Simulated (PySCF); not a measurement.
Dissociation curve of H₂Be, SMILES [BeH2]. The Be1–H3 bond (Be1 also carries H; H3 carries nothing else) is varied alone, starting from the PBE0/def2-TZVP optimised geometry.

Methods: UHF/6-31G (PySCF); RHF/6-31G (PySCF); UKS-CAM-B3LYP = unrestricted CAM-B3LYP/6-31G in PySCF 2.14.0; RKS-CAM-B3LYP = restricted CAM-B3LYP/6-31G run with PySCF; UKS-M06-2X = unrestricted M06-2X/6-31G (PySCF 2.14.0); RKS-M06-2X = restricted M06-2X/6-31G (PySCF); UKS-r2SCAN = unrestricted r2SCAN/6-31G in PySCF; RKS-r2SCAN = PySCF with restricted r2SCAN/6-31G.

Scanned distances (Å): 1.01, 1.07, 1.14, 1.19, 1.27, 1.31, 1.34, 1.39, 1.41, 1.48, 1.55, 1.64, 1.81, 2.02, 2.18, 2.43, 2.66, 2.92, 3.27, 3.65, 4.03, 4.70.

**Question.** Where does the unrestricted solution first break spin symmetry (<S²> of 0.01 or more)?

**Answer.** UHF: between 2.02 and 2.18 Å; UKS-CAM-B3LYP: between 2.18 and 2.43 Å; UKS-M06-2X: between 2.43 and 2.66 Å; UKS-r2SCAN: between 2.18 and 2.43 Å.

```csv
R / Å,<S²> UHF,E(RHF) − E(UHF) / kJ/mol,<S²> UKS-CAM-B3LYP,E(RKS-CAM-B3LYP) − E(UKS-CAM-B3LYP) / kJ/mol,<S²> UKS-M06-2X,E(RKS-M06-2X) − E(UKS-M06-2X) / kJ/mol,<S²> UKS-r2SCAN,E(RKS-r2SCAN) − E(UKS-r2SCAN) / kJ/mol
1.01,0.00,0.0,0.00,0.0,0.00,0.0,0.00,0.0
1.07,0.00,0.0,0.00,0.0,0.00,0.0,0.00,0.0
1.14,0.00,0.0,0.00,0.0,0.00,0.0,0.00,0.0
1.19,0.00,0.0,0.00,0.0,0.00,0.0,0.00,0.0
1.27,0.00,0.0,0.00,0.0,0.00,0.0,0.00,0.0
1.31,0.00,0.0,0.00,0.0,0.00,0.0,0.00,0.0
1.34,0.00,0.0,0.00,0.0,0.00,0.0,0.00,0.0
1.39,0.00,0.0,0.00,0.0,0.00,0.0,0.00,0.0
1.41,0.00,0.0,0.00,0.0,0.00,0.0,0.00,0.0
1.48,0.00,0.0,0.00,0.0,0.00,0.0,0.00,0.0
1.55,0.00,0.0,0.00,0.0,0.00,0.0,0.00,0.0
1.64,0.00,0.0,0.00,0.0,0.00,0.0,0.00,0.0
1.81,0.00,0.0,0.00,0.0,0.00,0.0,0.00,0.0
2.02,0.00,0.0,0.00,0.0,0.00,0.0,0.00,0.0
2.18,0.22,3.9,0.00,0.0,0.00,0.0,0.00,0.0
2.43,0.57,35.2,0.06,0.2,0.00,0.0,0.18,1.3
2.66,0.75,78.4,0.40,11.7,0.32,7.1,0.50,16.5
2.92,0.87,132.3,0.65,37.9,0.62,31.0,0.67,40.7
3.27,0.95,203.5,0.84,81.3,0.84,74.2,0.81,73.2
3.65,0.98,272.8,0.94,128.2,0.94,120.6,0.90,104.5
4.03,0.99,331.7,0.98,169.6,0.98,161.6,0.96,130.1
4.70,1.00,408.9,1.00,224.0,1.00,212.6,1.00,160.9
```
